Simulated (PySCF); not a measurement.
C2H6Se, charge +1, multiplicity 2. Atoms are numbered in the order given.

```xyz
9

C      1.4696     0.0000     0.7764
Se     0.0000     0.0000    -0.4506
C     -1.4696     0.0000     0.7764
H      1.4046    -0.9015     1.4069
H      2.3966     0.0000     0.1878
H      1.4046     0.9015     1.4069
H     -1.4046    -0.9015     1.4069
H     -2.3966     0.0000     0.1878
H     -1.4046     0.9015     1.4069
```
Charge +1, spin multiplicity 2.

Geometry: PBE0-D3(BJ)/def2-SVP. The spin state was assumed, not searched.

The numbers are results of ωB97X/def2-TZVPD in PySCF, not measurements.

Mulliken values depend strongly on the basis, most of all with diffuse functions as here. ESP charges are fitted to the potential on shells at 1.4 to 2.0 van der Waals radii. Atomic charges (e):

```tsv
atom	meta-Löwdin	ESP fit	Mulliken	Mulliken spin
C1	-0.44	…	-0.87	-0.04
Se2	0.82	…	0.66	0.96
C3	-0.44	…	-0.87	-0.04
H4	0.18	…	0.35	0.03
H5	0.18	…	0.33	0.00
H6	0.18	…	0.35	0.03
H7	0.18	…	0.35	0.03
H8	0.18	…	0.33	0.00
H9	0.18	…	0.35	0.03
```

Task: Complete the blanks. (Estimate from the structure and the level; the computed values follow.)

Result: 
- C1, ESP fit: -0.50
- Se2, ESP fit: 0.58
- C3, ESP fit: -0.50
- H4, ESP fit: 0.23
- H5, ESP fit: 0.24
- H6, ESP fit: 0.23
- H7, ESP fit: 0.23
- H8, ESP fit: 0.24
- H9, ESP fit: 0.23
